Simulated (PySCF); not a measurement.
Al(F)(Cl)(vinyl) (C2H3AlClF), SMILES [Cl][Al]([CH]=C)[F]. Atoms are numbered in the order given.

```xyz
8

Al     0.5188    -0.1589     0.0000
F      1.9592    -1.0115     0.0000
Cl    -1.2670    -1.2783     0.0000
C      0.4521     1.7713     0.0000
C     -0.7363     2.4167     0.0000
H      1.3740     2.3826     0.0000
H     -0.8112     3.5198     0.0000
H     -1.6969     1.8708     0.0000
```

Coordinates come from a PBE-D3(BJ)/def2-SVP optimisation. The structure was generated by enumeration; whether it is a known compound was not checked. The values are those of a single conformer.

Method: PBE0/pcSseg-1 (PySCF).

GIAO shieldings, no solvent; atoms listed in one row are averaged. δ = σ(ref) − σ: ¹⁹F against CFCl3 (σ = 167.2 ppm); ³⁵Cl against HCl (σ = 945.9 ppm); ¹³C against TMS (σ = 186.3 ppm); ¹H against TMS (σ = 31.56 ppm), references at their B3LYP-D3(BJ)/def2-TZVP geometries, non-relativistic (without spin–orbit terms, shifts of atoms bonded to Cl or Br come out too high).

Problem. Estimate the chemical shifts. (The exact figures need the calculation; the answer reports its results.)

Solution. 
```
nucleus  atoms  count  δ (ppm)
-------  -----  -----  -------
¹⁹F         F2      1   -148.7
³⁵Cl       Cl3      1    -26.3
¹³C         C5      1    166.4
¹³C         C4      1    140.8
¹H          H7      1     7.57
¹H          H8      1     7.33
¹H          H6      1     6.62
```
